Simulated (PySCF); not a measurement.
Simulated absorption spectrum

Compound: C6H7F.
SMILES with atom numbers: `[CH2:1]=[CH:2][C@:3]1([F:4])[CH2:5][C:6]1=[CH2:7]` (hydrogens: H8, H9 on C1; H10 on C2; H11, H12 on C5; H13, H14 on C7)

The calculation used PySCF, TDDFT PBE0/def2-SVPD, vertical, gas phase, core orbitals frozen in the response. The structure is a single GFN2-xTB conformer in the gas phase; no vibrational or solvent corrections. Torsions of this conformer, `[CH2:1]=[CH:2][C@:3]1([F:4])[CH2:5][C:6]1=[CH2:7]`: C1–C2–C3–F4 -1°.

Computed states:

```csv
state,E (eV),f
S1,5.38,0.0095
S2,6.54,0.0021
S3,6.82,0.618
S4,6.91,0.070
S5,7.02,0.048
S6,7.14,0.099
```

Broadening: Gaussians 0.3 eV wide at half height, area fixed by f = 4.319×10⁻⁹ ∫ε dν̃. The width is an assumption, not a result. The curve ends short of the highest state used, and states not computed would add to its high-energy end.

(1) Give the broadened spectrum and its maxima.

(2) Coming from long wavelengths, where does ε first pass 100 L mol⁻¹ cm⁻¹?

(3) On this curve, what absorbance would a 10⁻⁵ mol/L sample give at 248 nm over a 1 cm path?

Answers

(1) 
λ (nm), ε (L mol⁻¹ cm⁻¹) and a bar:
```
    189.5       5277 ##############################
    191.0       2100 ############
    192.4        827 #####
    193.8        319 ##
    195.3        118 #
    196.7         49 
    198.2         19 
    199.6          8 
    201.1          3 
    202.5          1 
    203.9          0 
    205.4          0 
    206.8          0 
    208.3          0 
    209.7          0 
    211.1          0 
    212.6          2 
    214.0          4 
    215.5         12 
    216.9         26 
    218.3         54 
    219.8        105 #
    221.2        180 #
    222.7        291 ##
    224.1        418 ##
    225.5        557 ###
    227.0        697 ####
    228.4        797 #####
    229.9        852 #####
    231.3        846 #####
    232.8        782 ####
    234.2        682 ####
    235.6        560 ###
    237.1        425 ##
    238.5        310 ##
    240.0        209 #
    241.4        137 #
    242.8         85 
    244.3         49 
    245.7         28 
    247.2         14 
    248.6          7 
    250.0          4 
    251.5          2
```

Maxima: 230 nm (5.38 eV), ε about 860, made up of S1 (100%) (ε in L mol⁻¹ cm⁻¹; maxima over ε = 5, shares over 10%). At its high-energy end, 6.54 eV, the curve is still rising (ε about 5000, from S3).

(2) At about 242 nm (5.12 eV), 0.26 eV below S1.

(3) 248 nm is 4.999 eV, where ε is about 9.9 L mol⁻¹ cm⁻¹, so A = ε c l ≈ 9.9e-05 (Beer–Lambert, with the gas-phase spectrum and the assumed width).

Hardware: one thread of an Intel Xeon at 2.50 GHz, shared host with 64 logical CPUs at a one-minute load of 58. Cost: 60 s, 0.81 GiB resident at most.
